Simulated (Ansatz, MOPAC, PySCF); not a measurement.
Species: GaF2 (charge +1, singlet). SMILES: [F][Ga+][F]
Structure (B3LYP-D3(BJ)/def2-TZVP (Ansatz, a program for electronic structure) minimum search):
```
Ga
F 1 1.6703
F 1 1.6703 2 180.00
```
Charge +1, spin multiplicity 1.

Unscaled harmonic wavenumbers (cm⁻¹) in rising order, each level at the stationary point that it reaches from this structure (no distance between atoms moves by over 0.3 Å); the order of modes can differ between levels, and a negative number is imaginary. B3LYP-D3(BJ)/def2-TZVP (PySCF, at the structure above): 170, 170, 718, 909.

PM6 (MOPAC): 127, 127, 663, 843. Zero-point energy 2.5 against 2.8 kcal/mol; where all levels lie over 400 cm⁻¹, the wavenumbers are on average 0.925 times those of B3LYP-D3(BJ)/def2-TZVP.

PM7 (MOPAC): 132, 132, 675, 828. Zero-point energy 2.5 against 2.8 kcal/mol; where all levels lie over 400 cm⁻¹, the wavenumbers are on average 0.926 times those of B3LYP-D3(BJ)/def2-TZVP.

HF/3-21G (Ansatz): 102, 102, 795, 980. Zero-point energy 2.8 against 2.8 kcal/mol; where all levels lie over 400 cm⁻¹, the wavenumbers are on average 1.092 times those of B3LYP-D3(BJ)/def2-TZVP.

HF/6-31G* with LANL2DZ past Ar (Ansatz): 145, 145, 789, 961. Zero-point energy 2.9 against 2.8 kcal/mol; where all levels lie over 400 cm⁻¹, the wavenumbers are on average 1.078 times those of B3LYP-D3(BJ)/def2-TZVP.
